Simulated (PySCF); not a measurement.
SMILES C[S][Cd][CH3] (C₂H₆CdS), singlet (PBE0/def2-SVP optimised geometry):

```
10

Cd     0.723    -0.703     0.000
C      2.832    -0.703     0.000
H      3.211    -1.553    -0.587
H      3.216    -0.790     1.027
H      3.216     0.227    -0.443
S     -1.637    -0.752    -0.046
C     -2.117     0.557     1.136
H     -1.759     0.355     2.156
H     -3.216     0.568     1.160
H     -1.776     1.553     0.821
```

Level of theory: PBE0/def2-TZVP, def2 effective core potentials past Kr (PySCF).

Task: What are the frontier orbital energies and the dipole moment?

Result: HOMO-2 -8.46 eV, HOMO-1 -7.11 eV, HOMO -6.31 eV, LUMO -0.64 eV, LUMO+1 -0.40 eV; dipole moment 1.99 D.

On the same geometry PBE/def2-TZVP, def2 effective core potentials past Kr (PySCF) gives HOMO-2 -7.35 eV, HOMO-1 -6.05 eV, HOMO -5.16 eV, LUMO -1.37 eV, LUMO+1 -1.17 eV; dipole moment 1.90 D.
